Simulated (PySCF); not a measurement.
Borane, trifluoro-, BF3, SMILES FB(F)F, point group D3h.

Level: B3LYP/pcSseg-2 in PySCF (density fitting, grid level 2); geometry and Hessian at that level, cubic constants and property derivatives from steps of ±0.6 along each species' dimensionless normal coordinates, second-order vibrational perturbation theory. The parent has the commonest isotopes.

Equilibrium geometry (Å):

```tsv
atom	x	y	z
F1	1.2270	-0.4903	-0.0156
B2	0.0103	0.0046	-0.0228
F3	-1.0272	-0.8008	-0.0066
F4	-0.1692	1.3056	-0.0465
```

(1) How much do zero-point and thermal motion change the parent's shieldings?

(2) And the bond lengths, in the parent and with ¹⁰B at 2?

The study (55 SCF points, 144 basis functions) took 2.4 min on 1 thread of AMD EPYC 9R45 96-Core, on a host shared with other jobs (rough), peak memory 0.64 GiB, launched as `OMP_NUM_THREADS=1 python ens_run.py task.json out`.

Answers

(1) 
```json
{"atom": "F1", "σe (ppm)": "303.80", "anharmonic part, 0 K": "-1.21", "harmonic part, 0 K": "-2.20", "Δσ at 0 K": "-3.41", "Δσ at 500 K": "-4.47", "Δσ at 1000 K": "-7.00"}
{"atom": "B2", "σe (ppm)": "86.43", "anharmonic part, 0 K": "-0.24", "harmonic part, 0 K": "-0.13", "Δσ at 0 K": "-0.37", "Δσ at 500 K": "-0.51", "Δσ at 1000 K": "-0.82"}
```

(2) 
| bond | re (Å) | ⟨r⟩ at 0 K | between mean positions | ⟨r⟩, labelled |
| --- | --- | --- | --- | --- |
| F1–B2 | 1.3134 | 1.3196 | 1.3175 | 1.3198 |
